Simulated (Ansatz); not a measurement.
Relaxation of BH3O2S (7 atoms, charge 0, multiplicity 1), to a largest force component of 0.015 eV/Å in at most 40 steps.

Method: RKS PBE0/def2-SVP in Ansatz.

```xyz
7
Properties=species:S:1:pos:R:3
O -0.805 1.194 0.232
B -0.071 0.006 0.209
O 1.193 -0.036 0.873
S -0.643 -1.506 -0.683
H -0.554 1.725 -0.603
H 1.015 -0.314 1.808
H -0.073 -1.136 -1.882
```

**Question.** Where does it end, and by what steps?

**Answer.** It converged. After 12 steps the energy has fallen by 1.528 eV; H7 moved furthest, 0.85 Å.

```csv
step,energy less start (eV),largest force component (eV/Å),accepted
0,0.0000,2.284,yes
1,-0.1612,1.609,yes
2,-0.2752,0.817,yes
3,-0.4562,1.673,yes
4,-0.5780,1.244,yes
5,-0.8550,2.040,yes
6,-1.1496,1.393,yes
7,-1.4412,0.771,yes
8,-1.4634,0.959,yes
9,-1.4892,0.856,yes
10,-1.5226,0.225,yes
11,-1.5269,0.148,yes
12,-1.5279,0.008,yes
```

```xyz
7
Properties=species:S:1:pos:R:3
O -0.261 1.157 0.096
B 0.167 -0.131 0.219
O 0.875 -0.494 1.315
S -0.134 -1.469 -0.999
H -0.762 1.348 -0.700
H 0.996 0.249 1.916
H -0.820 -0.727 -1.894
```

Time of the run: 35 s on 1 CPU thread of a shared host.
